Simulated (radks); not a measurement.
Question: Valence configurations of the lead ion Pb+. Calculated with a radial shooting solver on a logarithmic mesh with Libxc functionals: scalar-relativistic Kohn-Sham, PBE, spin-polarised, spherical densities, finite nucleus; open shells are filled with parallel spins first (spin-orbit coupling, left out, can overturn this in heavy ions); Fermi nuclear charge, rms radius 5.5012 fm. Order these by energy: [Xe] 4f14 5d10 6s1.5 6p1.5; [Xe] 4f14 5d9 6s2 6p2; [Xe] 4f14 5d9.5 6s1.5 6p2; [Xe] 4f14 5d10 6s0.5 6p2.5; [Xe] 4f14 5d10 6s1 6p2; [Hg] 6p1; [Xe] 4f14 5d9.5 6s2 6p1.5; [Xe] 4f13 5d10 6s2 6p2; [Xe] 4f13.5 5d10 6s1.5 6p2; [Xe] 4f14 5d10 6p3.

Answer: From the lowest, in eV above it: [Hg] 6p1 0.000; [Xe] 4f14 5d10 6s1.5 6p1.5 4.198; [Xe] 4f14 5d10 6s1 6p2 8.137; [Xe] 4f14 5d9.5 6s2 6p1.5 9.576; [Xe] 4f14 5d10 6s0.5 6p2.5 12.996; [Xe] 4f14 5d9.5 6s1.5 6p2 13.776; [Xe] 4f14 5d10 6p3 17.902; [Xe] 4f14 5d9 6s2 6p2 19.740; [Xe] 4f13.5 5d10 6s1.5 6p2 71.602; [Xe] 4f13 5d10 6s2 6p2 138.90. NIST lists [Hg] 6p1 as the ground configuration; this level of theory agrees among the configurations tried. The energies are those of spherical high-spin densities, not of single terms.
